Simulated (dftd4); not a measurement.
O₂S, triplet, geometry from GFN2-xTB (a higher spin typed on purpose: for a closed-shell molecule this is an excited state); D4 for pbe0 run with dftd4.

The dftd4 input:
```
$ dftd4 mol.xyz --func pbe0 --charge 0 --json dftd4.json --noedisp

# file mol.xyz
3

O     -1.26683570     0.43646074    -0.02466647
S     -0.01836758    -0.37354518     0.01924988
O      1.30357086     0.31062963    -0.01383328
```

Output, abridged:

```
                    ____  _____ _____     ____  _  _
      -------------|  _ \|  ___|_   _|---|  _ \| || |------------
     |             | | | | |_    | | ___ | | | | || |_           |
     |             | |_| |  _|   | ||___|| |_| |__   _|          |
     |             |____/|_|     |_|     |____/   |_|            |
     |             ===================================           |
     |            E. Caldeweyher, S. Ehlert & S. Grimme          |
     |          Mulliken Center for Theoretical Chemistry        |
     |                    University of Bonn                     |
      -----------------------------------------------------------

Rational (Becke-Johnson) damping: pbe0-D4-ATM
---------------------
  s6         1.0000
  s8         1.2007
  s9         1.0000
  a1         0.4009
  a2         5.0293
 alp        16.0000
--------------------

Dispersion energy:      -1.3063885028128E-03 Eh

[Info] JSON dump of results written to 'dftd4.json'
```
